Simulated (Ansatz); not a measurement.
Basis sets compared for Na₇S₃⁺. The state is a singlet with charge 1. Geometry r2SCAN-D4/def2-SVP. Ansatz on 4 threads of Arm Neoverse N1 on a shared host; times are rough, and most runs start from earlier orbitals.

| atom | x (Å) | y (Å) | z (Å) |
| --- | --- | --- | --- |
| Na1 | -1.0263 | -3.5143 | -3.6375 |
| Na2 | 1.2262 | 2.4906 | 0.6275 |
| Na3 | -3.2634 | 3.7102 | 1.4965 |
| Na4 | -0.7698 | 0.0367 | -0.3899 |
| Na5 | 1.0490 | -2.5899 | 0.5168 |
| Na6 | 0.0608 | 0.5958 | 2.7768 |
| Na7 | 2.2193 | -0.7058 | -1.6396 |
| S8 | 1.8196 | -0.0813 | 0.9091 |
| S9 | -1.3258 | 2.1806 | 1.1969 |
| S10 | 0.0105 | -2.1226 | -1.8566 |

Another isomer (singlet) lies 0.18 eV lower at PBE0-D4/def2-TZVP; other spin states weren't run for this one.

```json
{"level": "PBE-D4/def2-SVP", "functions": "159", "energy (Eh)": "-2328.7787", "HOMO (eV)": "-6.22", "LUMO (eV)": "-4.17", "wall time": "7.5 s"}
{"level": "PBE0-D4/def2-SVP", "functions": "159", "energy (Eh)": "-2328.9908", "HOMO (eV)": "-7.09", "LUMO (eV)": "-3.56", "wall time": "10 s"}
```

(1) Estimate the rows for PBE-D4/def2-TZVP (with forces), PBE0-D4/def2-TZVP.

## Answers

(1) 
```
                         level  functions  energy (Eh)  HOMO (eV)  LUMO (eV)  wall time
PBE-D4/def2-TZVP (with forces)        335   -2329.5879      -6.32      -4.22       18 s
             PBE0-D4/def2-TZVP        335   -2329.7892      -7.19      -3.60       40 s
```
